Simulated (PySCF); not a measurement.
**Spin-rotation constants: `C[C@@H](CF)O[C@H](F)C=O`, C₅H₈F₂O₂**

Cartesian coordinates in Å; atom numbers follow the order of the lines, from 1:
```xyz
17

C    -2.009   -0.692    0.302
C    -0.777   -0.106   -0.374
C    -0.934    1.404   -0.578
F    -0.046    1.869   -1.519
O     0.334   -0.390    0.486
C     1.577   -0.360   -0.094
F     1.760   -1.498   -0.869
C     2.604   -0.384    1.039
O     3.050    0.594    1.552
H    -2.886   -0.556   -0.324
H    -1.856   -1.753    0.476
H    -2.169   -0.205    1.260
H    -0.612   -0.584   -1.349
H    -0.727    1.941    0.353
H    -1.933    1.646   -0.949
H     1.741    0.494   -0.768
H     2.875   -1.409    1.344
```

Computed with GIAO KT3/pcSseg-1 magnetisability, rotational g tensor and spin-rotation constants, non-relativistic, gas phase in PySCF 2.14.0. Geometry: GFN2-xTB.

Question: Give the nuclear spin-rotation constants along the inertial axes (H = +C I·J) beside the isotropic shieldings.

Answer: Rotational constants 2.0723, 1.0105, 0.8957 GHz. A star marks the isotopologue with that one atom substituted, in its own axes.
```
atom  isotope  Caa (kHz)  Cbb (kHz)  Ccc (kHz)  mean (kHz)  σ (ppm)
  F4      19F      1.198      0.211      0.487       0.632    395.8
  F7      19F      2.200      0.623      0.824       1.216    322.0
 H10       1H      0.027     -0.112     -0.097      -0.061     30.8
 H11       1H     -0.187      0.009     -0.102      -0.094     30.3
 H12       1H     -0.243     -0.112      0.023      -0.111     30.7
 H13       1H     -0.212     -0.094      0.051      -0.085     27.1
 H14       1H     -0.164     -0.081      0.023      -0.074     26.8
 H15       1H      0.158     -0.105     -0.098      -0.015     26.9
 H16       1H     -0.132      0.027     -0.072      -0.059     25.8
 H17       1H     -0.044      0.054     -0.076      -0.022     22.2
  C1     13C*      0.274      0.145      0.142       0.187    166.6
  C2     13C*      0.433      0.249      0.223       0.301    107.4
  C3     13C*      0.602      0.237      0.223       0.354     91.4
  O5     17O*     -0.421     -0.152     -0.127      -0.234    196.2
  C6     13C*      0.633      0.255      0.256       0.381     76.1
  C8     13C*      0.941      0.418      0.289       0.549     -0.1
  O9     17O*     -1.185     -0.787     -0.322      -0.765   -302.6
```
For the geometry as given, no vibrational averaging.
